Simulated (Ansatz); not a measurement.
The pair A = HCl (SMILES Cl) (first 2 atoms), B = CHN (SMILES C#N); geometry from B3LYP-D3(BJ)/def2-TZVP.
(charge 0, multiplicity 1):
```xyz
5

Cl    -0.3407    -1.5326    -0.6312
H     -0.2715    -0.8022     0.4350
C     -0.1028     0.9955     3.0502
N     -0.1631     0.3470     2.1099
H     -0.0464     1.6001     3.9279
```

Frozen-core correlation. MP2 and its Hartree–Fock in aug-cc-pV(Q+d)Z are density fitted.

Programs: Ansatz (Gaussian orbitals). Values without a source in brackets are computed.

The counterpoise-corrected interaction energy is E(AB) − E(A in the pair's basis) − E(B in the pair's basis). Total energies (hartree):

| level | AB | A in the pair's basis | B in the pair's basis |
|---|---|---|---|
| HF/aug-cc-pV(T+d)Z | -553.0229089 | -460.1082268 | -92.9103658 |
| MP2/aug-cc-pV(T+d)Z | -553.5840192 | -460.3168209 | -93.2591031 |
| HF/aug-cc-pV(Q+d)Z | -553.0315205 | -460.1115236 | -92.9156960 |
| MP2/aug-cc-pV(Q+d)Z | -553.6294857 | -460.3370958 | -93.2840517 |
| CCSD(T)/aug-cc-pV(T+d)Z | -553.6340708 | -460.3459365 | -93.2810279 |

Question: Work out the counterpoise-corrected interaction energy at the basis-set limit: extrapolate the MP2 correlation part as X⁻³, take Hartree–Fock from the larger set, and add the CCSD(T) − MP2 difference of aug-cc-pV(T+d)Z.

Answer: 
1. Differences (1 hartree = 627.509 kcal/mol): HF/aug-cc-pV(T+d)Z -2.709; MP2/aug-cc-pV(T+d)Z -5.080; HF/aug-cc-pV(Q+d)Z -2.699; MP2/aug-cc-pV(Q+d)Z -5.232; CCSD(T)/aug-cc-pV(T+d)Z -4.459.
2. Correlation parts, MP2 less HF: -2.371 in aug-cc-pV(T+d)Z (X = 3), -2.533 in aug-cc-pV(Q+d)Z (X = 4).
3. Limit (4³·(-2.533) − 3³·(-2.371))/(4³ − 3³) = -2.652; with HF/aug-cc-pV(Q+d)Z it gives -5.351.
4. CCSD(T) less MP2 in aug-cc-pV(T+d)Z: 0.620.
Result: -4.73 kcal/mol, against -5.08 at MP2/aug-cc-pV(T+d)Z. It is an estimate of this method's limit, not of the exact value.

Ansatz is a quantum-chemistry and plane-wave program.
